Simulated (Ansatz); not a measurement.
Ansatz (a first-principles code) input (CCSD(T)/STO-3G):

Ansatz 0.2 input:
```yaml
crystal:
  periodic: [false, false, false]
  atoms:
    - {symbol: C, position_ang: [-0.41881768, -1.23006350, -1.35863742]}
    - {symbol: Si, position_ang: [0.00000000, -0.00000000, 0.00000000]}
    - {symbol: C, position_ang: [0.08935093, 1.73112907, -0.72771468]}
    - {symbol: C, position_ang: [-1.33106310, -0.05421326, 1.32653385]}
    - {symbol: C, position_ang: [1.66052984, -0.44685231, 0.75981825]}
    - {symbol: H, position_ang: [-1.38094578, -0.99626165, -1.82070611]}
    - {symbol: H, position_ang: [-0.47799876, -2.24793439, -0.96582992]}
    - {symbol: H, position_ang: [0.33830460, -1.22190894, -2.14639414]}
    - {symbol: H, position_ang: [0.33171373, 2.47041023, 0.03947819]}
    - {symbol: H, position_ang: [-0.86327472, 2.02030350, -1.17798548]}
    - {symbol: H, position_ang: [0.85597566, 1.79465620, -1.50367351]}
    - {symbol: H, position_ang: [-2.31024966, 0.20157631, 0.91467631]}
    - {symbol: H, position_ang: [-1.40730264, -1.05009643, 1.76955249]}
    - {symbol: H, position_ang: [-1.11526121, 0.65168305, 2.13213998]}
    - {symbol: H, position_ang: [1.64023134, -1.45007761, 1.19223964]}
    - {symbol: H, position_ang: [2.45653469, -0.42405216, 0.01167542]}
    - {symbol: H, position_ang: [1.93227276, 0.25170187, 1.55482712]}
basis:
  gaussian:
    orbitals: STO-3G
magnetization: {spin_polarized: false}
correlation: {method: ccsd_t, electrons: outside_noble_gas}
```

End of the output:

```
integrals: 0.01 GiB planned
545 factors; integrals over basis functions are off by at most 3.2e-5 eV
0.13 GiB of device memory are held for the factors and their scratch space
mean field: 0.14 GiB planned
mean field evaluation 1: about -12034.6285 eV, gradient 1.3e1 eV
mean field evaluation 2: about -12034.8132 eV, gradient 1.3e1 eV
mean field evaluation 4: about -12035.5166 eV, gradient 2.1e-1 eV
mean field evaluation 8: about -12035.5163 eV, gradient 1.1e-6 eV
mean field evaluation 16: about -12035.5163 eV, gradient 1.2e-6 eV
mean field -12035.51625944 eV, -442.2970645686 hartree, gradient 1.2e-6 eV, S^2 0.000000; 0 other end points of the search recorded, 0 dependent functions left out
9 core orbitals not correlated
reference -12035.51625944 eV, -442.2970645686 hartree; 16, 16 occupied and 16, 16 virtual orbitals, 545 factors
second order -6.74329487 eV of doubles, -0.00000000 eV of singles
coupled cluster: 0.11 GiB planned
cycle   1  -8.23286827 eV  change    -1.5e0 eV  update   8.5e-2
cycle   2  -8.92924869 eV  change   -7.0e-1 eV  update   3.2e-2
cycle   3  -8.96769155 eV  change   -3.8e-2 eV  update   5.2e-3
cycle   4  -8.97305731 eV  change   -5.4e-3 eV  update   1.4e-3
cycle   5  -8.97292567 eV  change    1.3e-4 eV  update   3.0e-4
cycle   6  -8.97287385 eV  change    5.2e-5 eV  update   5.5e-5
cycle   7  -8.97289474 eV  change   -2.1e-5 eV  update   1.7e-5
perturbative correction -0.05149191 eV, -0.0018922928 hartree
Total energy: -12044.54064609 eV, -442.6287046609 hartree
```
